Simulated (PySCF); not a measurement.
Sm⁴⁴⁺ (samarium, charge +44): UHF calculation

Configuration: [Ar], closed-shell 1S. Calculation: PySCF 2.14, in an uncontracted even-tempered set (18 s from 9.2 bohr⁻², ratio 2.5; 12 p from 12 bohr⁻², ratio 2.5; 4 d from 52 bohr⁻², ratio 2.7; 4 f from 77 bohr⁻², ratio 2.7); scalar relativity by spin-free X2C-1e.

```json
{"Total energy": "-8717.316861 hartree", "One-electron energy": "-9774.0926 hartree", "Hartree (Coulomb) energy": "1200.5492 hartree", "Exchange energy": "-143.7734 hartree", "⟨S²⟩": "0.0000", "⟨L²⟩": "0.000", "Sum of ⟨r⟩": "2.591 bohr", "Sum of ⟨r²⟩": "0.5699 bohr²"}
```

```tsv
shell	electrons	mean orbital energy (hartree)	rms radius, mean of both spins (bohr)
1s	2	-1829.53505	0.0259
2s	2	-383.73313	0.104
2p	6	-353.43421	0.0927
3s	2	-146.57342	0.252
3p	6	-136.70877	0.248
```

Spin-orbit coupling, which splits the p, d and f shells strongly at this Z, is absent.

Densities and radii are taken from the X2C orbitals without a picture-change correction, which distorts them close to the nucleus.

Spin-orbit constants ζ (cm⁻¹) from the X2C one-electron operator on these orbitals: bare nucleus, nucleus screened by l(l+1)(2l+1)/3 electrons, and screened by the Breit-Pauli mean field of the electrons.

```json
{"shell": "2p", "bare": "3205000", "screened nucleus": "3102000", "mean field": "3061000"}
{"shell": "3p", "bare": "781800", "screened nucleus": "756600", "mean field": "747500"}
```
